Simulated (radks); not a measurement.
Results of a calculation; reference values are marked as such.
Q: All-electron atom: Pm III in [Xe] 4f5 (the NIST ground configuration). Level of theory: scalar-relativistic Kohn-Sham, AM05, spin-polarised, spherical densities, finite nucleus; open shells are filled with parallel spins first (spin-orbit coupling, left out, can overturn this in heavy ions); Fermi nuclear charge, rms radius 4.962 fm (a radial shooting solver on a logarithmic mesh with Libxc functionals). Some entries of the table are withheld. Estimate them.

orbital,occ.,eigenvalue (hartree),<r^2> (bohr^2)
1s down,1,-1653.309,0.0007326
1s up,1,-1653.309,0.0007326
2s up,1,-269.2363,0.01157
2s down,1,-269.2349,0.01157
2p up,3,-240.5797,0.009268
2p down,3,-240.5787,0.009267
3s up,1,-59.06974,0.07774
3s down,1,-59.01414,0.07764
3p up,3,-50.07000,0.07778
3p down,3,-50.01470,0.07766
3d up,5,-37.70796,0.06578
3d down,5,-37.66494,0.06564
4s up,1,-12.15264,0.3975
4s down,1,-12.01629,0.3972
4p up,3,-9.19891,0.4493
4p down,3,-9.06208,0.4490
4d up,5,-5.02644,0.5512
4d down,5,-4.88878,0.5518
5s up,1,-2.05468,2.302
5s down,1,-1.96927,2.366
5p up,3,-1.33827,(1)
5p down,3,-1.27383,(2)
4f up,5,-0.60014,(3)
5d up,0,-0.50600,7.366
6s up,0,(4),14.45
6s down,0,(5),15.05
4f down,0,-0.48019,(6)
5d down,0,-0.47826,7.957

A: 
(1) 5p up <r^2> (bohr^2): 3.144
(2) 5p down <r^2> (bohr^2): 3.267
(3) 4f up <r^2> (bohr^2): 1.378
(4) 6s up eigenvalue (hartree): -0.49420
(5) 6s down eigenvalue (hartree): -0.48103
(6) 4f down <r^2> (bohr^2): 1.627
